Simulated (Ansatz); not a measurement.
Molecule: sum formula HGeO, net charge 1, singlet state. It need not be the lowest isomer of its formula. SMILES: [OH+]=[Ge]
Geometry: optimised at B3LYP-D3(BJ)/def2-TZVP (Ansatz, a program for electronic structure).

Property: vertical electron affinity (to the doublet state of charge +0; a negative value means that the extra electron is unbound and the number depends on the basis; each state is the SCF solution reached for its spin), in eV. Valence correlation only, unless marked. UHF or UKS for open shells. Spin-orbit coupling is left out. The frozen core is the preceding noble-gas configuration, with the filled d and f shells of earlier blocks. Non-relativistic. Basis-set limits of correlation are two-point, X^-3; Hartree-Fock from the larger set.

```json
[
 {"level": "SVWN5/def2-TZVPD", "program": "Ansatz", "vertical electron affinity (eV)": "6.42"}
]
```

**Question.** Estimate the value at CCSD(T)/CBS(aug-cc-pVTZ,aug-cc-pVQZ) as computed with Ansatz.

**Answer.** 6.36 eV, so SVWN5/def2-TZVPD differs from it by 0.06 eV.
